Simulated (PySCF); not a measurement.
C2F3O, SMILES O=[C]C(F)(F)F, multiplicity 2.

Geometry: r2SCAN-D4/def2-SVP. The isomer is the one that the SMILES or the coordinates give; other isomers of the formula were not compared.

Two levels are set side by side: PBE/def2-TZVP (PySCF) and CAM-B3LYP/def2-TZVP (PySCF). Same geometry, gas phase. Differences are taken from unrounded values.

```tsv
quantity	CAM-B3LYP
α-spin orbital gap (eV)	7.98
β-spin orbital gap (eV)	11.14
dipole moment (D)	0.47
mean polarisability (bohr³)	27.6
```

Q: What does PBE give, and how far is it from CAM-B3LYP? (Estimate from the structure and the level; the computed values follow.)

A: 
```
quantity                      PBE  PBE minus CAM-B3LYP
---------------------------  ----  -------------------
α-spin orbital gap (eV)      2.36                -5.62
β-spin orbital gap (eV)      5.76                -5.38
dipole moment (D)            0.39                -0.07
mean polarisability (bohr³)  29.0                  1.5
```

PBE's more diffuse valence density responds more strongly to a field. Differences between two approximate levels are no errors against the true value.

Rough cost on one machine, each run with all the roots and properties that it gave: CAM-B3LYP against PBE within a factor of 2.
